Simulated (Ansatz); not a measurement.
Harmonic frequencies (cm⁻¹) at PBE0-D4/def2-TZVP from Ansatz: 47, 94, 123, 124, 153, 160, 196, 211, 258, 288, 295, 714, 735, 4007, 4010.

Each molecule was computed in one conformer, which needn't be the lowest.

Task: Which molecule is it?
A. `[CH3][Hf]([F])([F])[Cl]`
B. `[OH][Hf]([F])([F])[F]`
C. `[NH2][Hf]([Cl])([Cl])[Cl]`
D. `[OH][Hf]([OH])([I])[I]`

Result: D.
